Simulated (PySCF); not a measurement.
# Radial density of In⁺ (indium, charge +1)

PBE, [Kr] 4d10 5s2, closed-shell 1S. Calculation: PySCF 2.14, in x2c-TZVPall (8s6p4d2f, 60 functions); scalar relativity by spin-free X2C-1e.

```json
{"r (bohr)": "0.0272", "4πr²ρ (e/bohr)": "60.09"}
{"r (bohr)": "0.0458", "4πr²ρ (e/bohr)": "54.83"}
{"r (bohr)": "0.0770", "4πr²ρ (e/bohr)": "76.68"}
{"r (bohr)": "0.129", "4πr²ρ (e/bohr)": "66.89"}
{"r (bohr)": "0.218", "4πr²ρ (e/bohr)": "59.61"}
{"r (bohr)": "0.366", "4πr²ρ (e/bohr)": "49.58"}
{"r (bohr)": "0.616", "4πr²ρ (e/bohr)": "19.08"}
{"r (bohr)": "1.04", "4πr²ρ (e/bohr)": "18.02"}
{"r (bohr)": "1.74", "4πr²ρ (e/bohr)": "4.381"}
{"r (bohr)": "2.93", "4πr²ρ (e/bohr)": "0.8760"}
{"r (bohr)": "4.93", "4πr²ρ (e/bohr)": "0.04440"}
{"r (bohr)": "8.30", "4πr²ρ (e/bohr)": "0.0001565"}
```

Densities and radii are taken from the X2C orbitals without a picture-change correction, which distorts them close to the nucleus.
